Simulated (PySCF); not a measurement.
F₄Hf, SMILES [F][Hf-]([F])([F])[F] (connectivity only; charge and spin as stated), charge -1, multiplicity 2. Geometry: B3LYP-D3(BJ)/def2-SVPD. The spin state was assumed, not searched. The def2 effective core potentials stand for the cores of Hf; spin–orbit coupling is left out.

Method: B3LYP-D3(BJ)/def2-SVPD (PySCF).

Harmonic wavenumbers (cm⁻¹): 88, 106, 149, 149, 204, 526, 528, 528, 562. Rotational constants (GHz): 3.118, 3.118, 1.804; symmetry number 4.

Problem. Work out the zero-point energy and the ideal-gas rigid-rotor harmonic-oscillator thermochemistry at 298.15 K and 1 atm.

Solution. ZPE = ½ Σ hcν = ½ × 2841 cm⁻¹ = 16.99 kJ/mol. H − E(el) = 37.72 kJ/mol. Entropy in J/(mol K): translation 177.83, rotation 102.73, vibration 70.23, spin 5.76, total 356.55. G − E(el) = -68.58 kJ/mol. Cp = 92.78 J/(mol K). Modes under 150 cm⁻¹ make the vibrational entropy uncertain.
